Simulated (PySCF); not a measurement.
Geometries of 2 isomers of C3H3F3O, from PBE0-D3(BJ)/def2-SVP geometry optimisation, gas phase (PySCF 2.14.0). One conformer each, no zero-point energy, no frequencies.

**Question.** Which isomer lies lower at this level?
A.
```xyz
10
angstrom
C     -1.410   -0.477    0.324
C     -0.848    0.149   -0.705
O      0.462    0.526   -0.860
C      1.384    0.275    0.091
F      2.536    0.752   -0.335
F      1.085    0.860    1.250
F      1.525   -1.028    0.324
H     -0.868   -0.781    1.220
H     -2.476   -0.697    0.269
H     -1.404    0.448   -1.596
```
B.
```xyz
10
angstrom
F      0.519   -1.796   -0.158
C      1.106   -0.592   -0.047
F      1.707   -0.514    1.155
C      0.055    0.490   -0.155
F      0.623    1.702   -0.021
C     -1.346    0.303    0.185
O     -0.859    0.368   -1.163
H      1.870   -0.485   -0.838
H     -1.909    1.183    0.516
H     -1.718   -0.676    0.503
```

**Answer.** A. That is `C=COC(F)(F)F`, 20.3 kcal/mol below the other.

```
          SMILES                        atoms numbered as above      E (Eh)  relative (kcal/mol)  relative (kJ/mol)  dipole (D)
    C=COC(F)(F)F    [CH2:1]=[CH:2][O:3][C:4]([F:5])([F:6])[F:7]  -489.99871                  0.0                0.0        1.72
FC(F)[C@]1(F)CO1  [F:1][CH:2]([F:3])[C@:4]1([F:5])[CH2:6][O:7]1  -489.96636                 20.3               84.9        0.80
```

As drawn, the lower has a C=C bond outside aromatic rings, which the higher lacks; the higher has a three-membered ring, which the lower lacks.
